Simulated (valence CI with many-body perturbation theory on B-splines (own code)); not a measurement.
Sm²¹⁺: what each term of the Hamiltonian does

Calculated by configuration interaction combined with many-body perturbation theory (CI+MBPT): five valence electrons over a frozen Dirac-Fock core [Kr], a basis of 7 s, 7 p, 8 d, 6 f, 4 g, 1 h functions for each j, with the one-electron correlation potential Σ1, the two-electron term Σ2, the three-electron term Σ3, Breit, model QED; selected CI, second order for the rest (own B-spline code, finite nucleus).

No measured spectrum was set against this ion. As an estimate, terms of the open shell hold to 2 to 4 % of their energy, and close levels can change places. Core correlation moves these levels by up to 12000 cm⁻¹, and in measured spectra 5 to 20 % of such shifts remained as error; rates that hang on mixing are uncertain with them. Among the levels kept, up to 270 cm⁻¹ of a level comes from second order outside the variational space, and about a tenth of that is noise between levels of different J, which matters for small intervals. Only levels of the ground parity were solved; by the run's estimate the other parity begins above the list, which can be wrong where configurations are misplaced.

Each rung adds one term. CI alone is the Dirac-Coulomb CI over the frozen core; QED comes last and gives the full result, which names the levels. Energies are above (4d3/2^4 4d5/2) J=5/2 [a] on the same rung, in eV.

Levels are named by their leading jj configuration (3d3/2^4 stands for four electrons in 3d with j = 3/2), which in mixed levels can hold well under half, so a name can repeat and another be missing. Letters in brackets count levels of one name in rising energy.

| Level | CI alone | Σ1 | Σ2 | Σ3 | Breit | QED | Full |
| --- | --- | --- | --- | --- | --- | --- | --- |
| (4d3/2^4 4d5/2) J=5/2 [b] | 5.118 | +0.0038 | -0.2520 | -0.1851 | -0.0021 | +0.0011 | 4.684 |
| (4d3/2^3 4d5/2^2) J=7/2 [a] | 8.209 | +0.0281 | -0.4002 | -0.2190 | -0.0710 | +0.0067 | 7.553 |
| (4d3/2^3 4d5/2^2) J=3/2 [a] | 8.314 | +0.0254 | -0.1874 | -0.2581 | -0.0449 | +0.0066 | 7.856 |
| (4d3/2^3 4d5/2^2) J=11/2 | 8.943 | +0.0349 | -0.5246 | -0.2101 | -0.1254 | +0.0077 | 8.125 |
| (4d3/2^3 4d5/2^2) J=9/2 | 9.584 | +0.0407 | -0.4779 | -0.2170 | -0.1155 | +0.0097 | 8.824 |
| (4d3/2^3 4d5/2^2) J=5/2 | 9.494 | +0.0469 | -0.3148 | -0.2123 | -0.1043 | +0.0121 | 8.922 |
| (4d3/2^3 4d5/2^2) J=1/2 | 9.996 | +0.0396 | -0.1216 | -0.2683 | -0.0822 | +0.0106 | 9.574 |
| (4d3/2^3 4d5/2^2) J=7/2 [b] | 11.829 | +0.0478 | -0.4627 | -0.3396 | -0.1048 | +0.0108 | 10.980 |
| (4d3/2^2 4d5/2^3) J=5/2 [a] | 12.247 | +0.0564 | -0.2109 | -0.2603 | -0.1346 | +0.0158 | 11.713 |
| (4d3/2^2 4d5/2^3) J=7/2 [a] | 13.622 | +0.0656 | -0.4272 | -0.3209 | -0.1730 | +0.0183 | 12.785 |
| (4d3/2^2 4d5/2^3) J=11/2 | 14.109 | +0.0818 | -0.6360 | -0.2316 | -0.2334 | +0.0212 | 13.111 |
| (4d3/2^3 4d5/2^2) J=3/2 [b] | 13.928 | +0.0544 | -0.1443 | -0.3303 | -0.1202 | +0.0146 | 13.402 |
| (4d3/2^2 4d5/2^3) J=1/2 [a] | 14.311 | +0.0862 | -0.2217 | -0.2539 | -0.1911 | +0.0239 | 13.754 |
| (4d3/2^2 4d5/2^3) J=9/2 [a] | 14.743 | +0.0742 | -0.5197 | -0.3024 | -0.2024 | +0.0195 | 13.812 |
| (4d3/2^2 4d5/2^3) J=3/2 [a] | 14.851 | +0.0816 | -0.0269 | -0.2748 | -0.1905 | +0.0235 | 14.463 |
| (4d3/2^2 4d5/2^3) J=13/2 | 15.746 | +0.0904 | -0.7746 | -0.2660 | -0.2850 | +0.0227 | 14.533 |
| (4d3/2^2 4d5/2^3) J=5/2 [b] | 15.875 | +0.0830 | -0.3595 | -0.3255 | -0.1938 | +0.0220 | 15.101 |
| (4d3/2^2 4d5/2^3) J=9/2 [b] | 17.495 | +0.0849 | -0.3155 | -0.3519 | -0.2250 | +0.0228 | 16.710 |
| (4d3/2^2 4d5/2^3) J=7/2 [b] | 18.281 | +0.0898 | -0.6231 | -0.4110 | -0.2301 | +0.0229 | 17.130 |

The middle columns are the shifts that each term adds.

Q: How does the ionisation energy move along the ladder, and which term matters most?

A: CI alone 653.82, + Σ1 656.08, + Σ2 658.72, + Σ3 658.76, + Breit 658.73, + QED 658.74 eV. The largest step is Σ2, 2.64 eV. NIST lists 658 ± 4 eV (theoretical).
